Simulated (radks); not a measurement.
Hf5+, 67 electrons, occupied as [Xe] 4f13 (the NIST ground configuration).

Calculated with a radial shooting solver on a logarithmic mesh with Libxc functionals: scalar-relativistic Kohn-Sham, PBEsol, spin-unpolarised, spherical densities, point nucleus.

Energy parts (eV):
total: -410028.68
kinetic: 449313.79
electron-nucleus: -1007341.19
Hartree: 156185.01
exchange-correlation: -8186.28

Orbitals (lengths in bohr, moments of r in powers of bohr; <r^-3> diverges for s and p1/2; r(90%) holds 90 % of the orbital's charge):
| orbital | occ. | eigenvalue (eV) | <r> | <r^-3> | r(90%) | <1/r> |
|---|---|---|---|---|---|---|
| 1s | 2 | -65329.77 | 0.01899 | - | 0.0345 | 83.82 |
| 2s | 2 | -11228.39 | 0.08039 | - | 0.125 | 19.57 |
| 2p | 6 | -9867.910 | 0.07174 | 17770 | 0.117 | 17.85 |
| 3s | 2 | -2610.413 | 0.2087 | - | 0.306 | 7.237 |
| 3p | 6 | -2204.068 | 0.2086 | 3921 | 0.312 | 6.710 |
| 3d | 10 | -1723.076 | 0.1890 | 509.7 | 0.294 | 6.349 |
| 4s | 2 | -578.7044 | 0.4677 | - | 0.672 | 3.072 |
| 4p | 6 | -445.1747 | 0.4968 | 904.1 | 0.722 | 2.798 |
| 4d | 10 | -272.6715 | 0.5330 | 100.0 | 0.800 | 2.485 |
| 5s | 2 | -127.5172 | 1.101 | - | 1.57 | 1.211 |
| 5p | 6 | -93.9339 | 1.261 | 137.4 | 1.82 | 1.038 |
| 4f | 13 | -81.8720 | 0.6433 | 16.38 | 1.07 | 1.973 |

The highest occupied level is 4f at -81.872 eV. The density falls to 0.001 e/bohr^3 at r = 2.76 bohr.
